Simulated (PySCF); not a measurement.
**C₆ coefficients of unlike pairs at B3LYP**

Calculated with PySCF 2.14 from the dipole response of each species, C₆(A,B) = (3/π) ∫ α_A(iu) α_B(iu) du, in atomic units, from isotropic polarisabilities. For ions this is the dispersion term alone; charge-induced terms of lower order in 1/R come first.

```json
{"species": "N³⁺", "configuration": "[He] 2s2 (1S)", "basis": "x2c-QZVPPall with one added diffuse shell each of s, p, d, f type (8s5p4d3f1g)", "relativity": "spin-free X2C", "α (bohr³)": "2.140", "C₆ (like pair)": "2.112"}
{"species": "Ar⁺", "configuration": "[Ne] 3s2 3p5 (2P)", "basis": "aug-cc-pVDZ-DK (5s4p2d)", "relativity": "spin-free X2C", "α (bohr³)": "6.678", "C₆ (like pair)": "30.70"}
{"species": "N⁺", "configuration": "[He] 2s2 2p2 (3P)", "basis": "def2-TZVPPD (6s3p3d1f)", "relativity": "none", "α (bohr³)": "3.835", "C₆ (like pair)": "8.215"}
{"species": "Rb⁺", "configuration": "[Kr] (1S)", "basis": "aug-cc-pwCVTZ-X2C (10s9p7d3f)", "relativity": "spin-free X2C", "α (bohr³)": "9.376", "C₆ (like pair)": "55.85"}
```

Q: Estimate C₆ for Rb⁺ with N⁺.

A: The integral gives 21.39. The combination rule 2 C_A C_B / (C_A α_B/α_A + C_B α_A/α_B) gives 21.38 and the geometric mean 21.42.

No spin-orbit coupling is included.

The other pairs:

```
    pair     C₆
Ar⁺, N³⁺  7.932
Rb⁺, N³⁺  10.76
Rb⁺, Ar⁺  41.38
 N⁺, Ar⁺  15.83
 N⁺, N³⁺  4.142
```
